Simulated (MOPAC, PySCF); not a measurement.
H9ClSi4, SMILES `[SiH3][SiH2][Si@@H]([SiH3])Cl` (Si–Si–Si–Cl torsion 52°), neutral singlet in the gas phase. 

Cartesian coordinates (Å):
```xyz
14

Si    -2.8761     0.2186     0.5487
Si    -0.8593     0.8080    -0.4901
Si     0.7803    -0.7975    -0.0193
Si     2.9323    -0.1875    -0.7170
Cl     0.8175    -1.0604     2.0549
H     -2.7012     0.2207     2.0194
H     -3.9526     1.1729     0.1865
H     -3.2731    -1.1409     0.1088
H     -1.0300     0.8860    -1.9647
H     -0.3859     2.1288    -0.0047
H      0.3915    -2.1022    -0.6103
H      3.2993     1.1043    -0.0914
H      3.9224    -1.2210    -0.3329
H      2.9350    -0.0298    -2.1925
```
Charge 0, multiplicity 1.

All levels are single points at this geometry (B3LYP-D3(BJ)/def2-TZVP); Pople sets use spherical d functions. Orbital energies aren't observables, and empty levels follow the basis.

PM6 in MOPAC gives dipole (D) = 1.76.

Task: Estimate the dipole (D) from each of these levels: B3LYP-D3(BJ)/def2-TZVP in PySCF; PBE-D3(BJ)/def2-TZVP in PySCF; B3LYP/3-21G in PySCF; B3LYP/6-311+G** in PySCF; B3LYP/6-31G* in PySCF; BP86/6-31G* in PySCF; SVWN5/6-31G* in PySCF; HF/3-21G in PySCF; HF/6-31G* in PySCF; HF/STO-3G in PySCF; AM1 in MOPAC; PM3 in MOPAC.

Result: 
| level | dipole (D) |
|---|---|
| B3LYP-D3(BJ)/def2-TZVP in PySCF | 1.33 |
| PBE-D3(BJ)/def2-TZVP in PySCF | 1.22 |
| B3LYP/3-21G in PySCF | 2.35 |
| B3LYP/6-311+G** in PySCF | 1.72 |
| B3LYP/6-31G* in PySCF | 1.75 |
| BP86/6-31G* in PySCF | 1.64 |
| SVWN5/6-31G* in PySCF | 1.66 |
| HF/3-21G in PySCF | 2.84 |
| HF/6-31G* in PySCF | 2.06 |
| HF/STO-3G in PySCF | 3.21 |
| AM1 in MOPAC | 1.53 |
| PM3 in MOPAC | 2.05 |
